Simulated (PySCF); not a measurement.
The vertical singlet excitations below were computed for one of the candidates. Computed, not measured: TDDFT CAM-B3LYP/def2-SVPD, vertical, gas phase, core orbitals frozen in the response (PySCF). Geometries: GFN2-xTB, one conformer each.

```json
{"state": "S1", "E (eV)": "6.27", "f": "0.020"}
{"state": "S2", "E (eV)": "6.56", "f": "0.095"}
{"state": "S3", "E (eV)": "6.64", "f": "0.071"}
{"state": "S4", "E (eV)": "6.82", "f": "0.036"}
{"state": "S5", "E (eV)": "6.89", "f": "0.158"}
{"state": "S6", "E (eV)": "6.94", "f": "0.017"}
{"state": "S7", "E (eV)": "7.27", "f": "0.046"}
{"state": "S8", "E (eV)": "7.45", "f": "0.082"}
```

Question: Which candidate is it?
A. `CCCOCC`
B. `COC1=PC=CS1`
C. `C=CC[P@](C)(=O)P`

Answer: C. Its S1 lies at 6.27 eV; the nearest of the others has S1 at 7.17 eV. S1 is HOMO→LUMO (76%), HOMO→LUMO+3 (9%). Löwdin shares by element: HOMO phosphorus 42%, oxygen 37%, carbon 5% or more (atoms not listed hold the other 16%); LUMO carbon 60% or more, hydrogen 6% or more (atoms not listed hold the other 33%). At the same level the other candidates give, for their lowest levels:
- `COc1pccs1`: 4.63 eV (f 0.130); 5.03 eV (f 0.000); 5.30 eV (f 0.002); 5.71 eV (f 0.002); 5.84 eV (f 0.015); T1 2.83 eV; HOMO -7.30, LUMO 0.12 eV
- `CCCOCC`: 7.17 eV (f 0.025); 7.97 eV (f 0.001); 8.18 eV (f 0.033); 8.26 eV (f 0.057); 8.48 eV (f 0.002); T1 6.99 eV; HOMO -8.81, LUMO 1.44 eV

Shape of the structure used: `[CH2:1]=[CH:2][CH2:3][P@:4]([CH3:5])(=[O:6])[PH2:7]`: C1–C2–C3–P4 95°, C2–C3–P4–C5 -175°, H–P7–P4–C3 89°, H–P7–P4–C3 -179°.
Triplets come from the Tamm–Dancoff approximation.
